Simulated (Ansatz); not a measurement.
Consider the hydrogenolysis of a C–C bond: `CC[Si]Cl` + H₂ → `C[Si]Cl` + CH₄.

Computed with Ansatz on PBE0-D4/def2-TZVP structures; ΔE is electronic, products minus reactants. CCSD(T)/CBS adds triple-zeta CCSD(T) − MP2 to the extrapolated MP2 energy (def2 sets, frozen cores). This one scheme is used for every species. One conformer a species, not always the lowest.

`CC[Si]Cl`:

Z-matrix (Å, degrees):
```
C
C 1 1.519
H 1 1.093 2 111.6
H 1 1.092 2 111.2 3 -120.5
H 1 1.092 2 111.2 3 120.5
Si 2 1.893 1 123.2 3 180.0
H 2 1.103 1 111.3 3 -57.1
H 2 1.103 1 111.3 3 57.0
Cl 6 2.091 2 101.5 1 -0.1
```

H₂:

Cartesian coordinates in Å:
```
H 0.349 0.084 0.102
H -0.349 -0.084 -0.102
```

`C[Si]Cl`:

Cartesian coordinates in Å:
```
C -0.136 0.284 -0.512
Si -0.021 -1.412 0.308
Cl 0.622 -0.787 2.200
H -0.837 0.923 0.038
H -0.466 0.206 -1.551
H 0.838 0.786 -0.483
```

CH₄:

```xyz
5

C     0.000    0.000    0.000
H     0.911   -0.493   -0.338
H     0.259    0.901    0.555
H    -0.561   -0.676    0.645
H    -0.609    0.268   -0.863
```

```tsv
species	CCSD(T)/CBS(def2) energy (Eh)
`CC[Si]Cl`	-827.97738
H₂	-1.17544
`C[Si]Cl`	-788.72093
CH₄	-40.46206
```

Problem. Work out ΔE.

Solution. ΔE = (-788.72093) + (-40.46206) − (-827.97738) − (-1.17544) = -0.03017 Eh = -18.9 kcal/mol.

Problem. What do rigid-rotor, harmonic-oscillator terms from PBE0-D4/def2-TZVP frequencies (298.15 K, 1 bar) make of the CCSD(T)/CBS value? (Best estimate.)

Solution. Computed: ΔZPE = +3.6 kcal/mol, ΔH = -15.8 kcal/mol, ΔS = 18 J/(mol·K), ΔG = -17.1 kcal/mol. Modes under 50 cm⁻¹ make the entropy rough.

Largest T1 diagnostic among the species: 0.012.

In def2-TZVPP, CCSD(T) changes the Hartree–Fock value by +5.0 kcal/mol (the triples alone add +1.0 kcal/mol) and MP2 by +5.9 kcal/mol. The D4 term adds +2.4 kcal/mol with B3LYP and +1.3 kcal/mol with PBE0; it sums over pairs of atoms, weighted by their polarisabilities, and B3LYP, whose exchange is more repulsive, gets the larger term.

B3LYP here is the variant with VWN-RPA as its local correlation; programs differ in this.
